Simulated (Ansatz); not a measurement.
```yaml
crystal:
  periodic: [false, false, false]
  atoms:
    - {symbol: C, position_ang: [0.202527, -0.423747, 1.820532]}
    - {symbol: Si, position_ang: [1.105558, -0.179429, 0.209480]}
    - {symbol: C, position_ang: [-0.102846, 0.553447, -1.017662]}
    - {symbol: N, position_ang: [-0.507728, 0.155882, -2.162309]}
    - {symbol: Si, position_ang: [-1.542166, 1.686519, -1.697601]}
    - {symbol: F, position_ang: [-2.781215, 0.916752, -0.946225]}
    - {symbol: H, position_ang: [0.875558, -0.825536, 2.580967]}
    - {symbol: H, position_ang: [-0.630305, -1.118689, 1.695553]}
    - {symbol: H, position_ang: [-0.197926, 0.526619, 2.178790]}
    - {symbol: H, position_ang: [1.657390, -1.461912, -0.317963]}
    - {symbol: H, position_ang: [-0.210693, -0.693871, -2.641726]}
    - {symbol: H, position_ang: [2.208749, 0.808764, 0.332165]}
basis:
  gaussian: {orbitals: 6-31G, fitting: {mean_field: cc-pVTZ-jkfit}}
hamiltonian: {xc: {name: HF}}
correlation: {active_space: {window: {electrons: 6, orbitals: 2}}}
scf: {lower_state_search: full}
output: {forces: true}
```

```sh
$ ansatz run in.yaml --threads 4 --pin off --events-out ev --progress --plain --max-ram 10444MiB
```

It prints (some lines left out):

```
Functional definition: HF
738 factors; integrals over basis functions are off by at most 5.5e-3 eV
mean field evaluation 1: about -22059.8683 eV, gradient 3.4e1 eV
mean field evaluation 2: about -22062.0324 eV, gradient 1.9e1 eV
mean field evaluation 4: about -22062.6614 eV, gradient 9.3e-1 eV
mean field -22062.66519155 eV, -810.7879911778 hartree, gradient 9.2e-7 eV, S^2 0.000000; 0 other end points of the search recorded, 0 dependent functions left out
reference -22062.66519155 eV, -810.7879911778 hartree; 31, 31 occupied and 43, 43 virtual orbitals, 738 factors
Error: 6 electrons in 2 orbitals form no window around the highest filled level of the reference
```

Task: Something in this input is off. What?

Result: The active space doesn't fit the electrons. The run stopped with an error.
